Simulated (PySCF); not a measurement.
Below is a simulated gas-phase C 1s photoelectron spectrum of `OB(O)[C@@H]1CC[C@@H]1F`.

Every computed line was given a Gaussian of 0.6 eV full width at half maximum and an area set by the number of equivalent atoms; the highest printed point is 100. The calculation used delta-SCF UKS SCAN, pcX-2 on the ionised atom, pcseg-1 elsewhere, spin-free X2C (PySCF).

binding energy (eV), intensity and a bar:
```
    289.4          0 
    289.5          0 
    289.6          1 
    289.7          3 #
    289.8          7 ##
    289.9         14 ####
    290.0         25 #######
    290.1         37 ###########
    290.2         49 ###############
    290.3         60 ##################
    290.4         69 #####################
    290.5         78 #######################
    290.6         89 ###########################
    290.7         98 #############################
    290.8        100 ##############################
    290.9         92 ############################
    291.0         75 ######################
    291.1         53 ################
    291.2         32 ##########
    291.3         17 #####
    291.4          8 ##
    291.5          3 #
    291.6          1 
    291.7          0 
    291.8          0 
    291.9          0 
    292.0          0 
    292.1          0 
    292.2          1 
    292.3          2 #
    292.4          4 #
    292.5         10 ###
    292.6         18 #####
    292.7         29 #########
    292.8         40 ############
    292.9         46 ##############
    293.0         47 ##############
    293.1         40 ############
    293.2         30 #########
    293.3         19 ######
    293.4         10 ###
    293.5          5 #
    293.6          2 #
    293.7          1 
    293.8          0
```

Q: Count the maxima, the lines and the sites behind this envelope.

A: The curve has 2 maxima (at 290.8 and 293.0 eV). Under it lie 4 lines from 4 inequivalent carbon sites. At this width some lines have no maximum of their own.

Q: Decompose the envelope and assign each component. Numbering: `[OH:1][B:2]([OH:3])[C@@H:4]1[CH2:5][CH2:6][C@@H:7]1[F:8]`.

A: 
| position (eV) | relative area | line | atoms | environment |
| --- | --- | --- | --- | --- |
| 290.30 | 1 | C 1s | C4 | sp3 carbon bound to boron |
| 290.77 | 1 | C 1s | C5 | four-membered-ring carbon |
| 290.87 | 1 | C 1s | C6 | four-membered-ring carbon |
| 292.95 | 1 | C 1s | C7 | sp3 C–F carbon |

The listed C 1s values span 2.65 eV, from C4 (bonded to 2 C, H and B) to C7 (bonded to F, 2 C and H).

The curve has no shake-up lines and no vibrational structure. One conformer (not necessarily the lowest) at the PBE0-D3(BJ)/def2-SVP geometry, without solvent, vibrations or thermal averaging.

The run took 1.9 min wall on one thread of an Arm Neoverse N1 (shared host), and the process peaked at 0.85 GiB of memory.

Shape of the structure used: `[OH:1][B:2]([OH:3])[C@@H:4]1[CH2:5][CH2:6][C@@H:7]1[F:8]`: O1–B2–C4–C5 -63°, H–O1–B2–O3 1°, H–O3–B2–O1 178°.
